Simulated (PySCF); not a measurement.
**How methods differ on the ionisation energy of Xe**

Xe [Xe] (1S) → Xe⁺ [Kr] 4d10 5s2 5p5 (2P), as a difference of total energies. Computed with PySCF 2.14 in def2-SVP with the def2 core potential (28 electrons) (6s5p3d2f, 50 functions), with scalar relativity through the core potential. Correlated levels: valence: 4s2 4p6 4d10 frozen. The calculations carry no spin-orbit coupling.

```tsv
method	ionisation energy (eV)
UHF	11.466
MP2 (valence)	12.259
SCS-MP2 (valence)	12.187
CCSD (valence)	12.163
CCSD(T) (valence)	12.199
```

Q: Estimate what M06-L gives.

A: 12.072 eV, closest to CCSD (valence) among the rows shown.

Q: Estimate what M06-2X gives.

A: 12.269 eV, closest to MP2 (valence) among the rows shown.

Errors of the correlated levels include the incompleteness of this basis and the frozen core.

For comparison: 12.565 eV (measured; NIST levels, between the centres of gravity of the two terms).
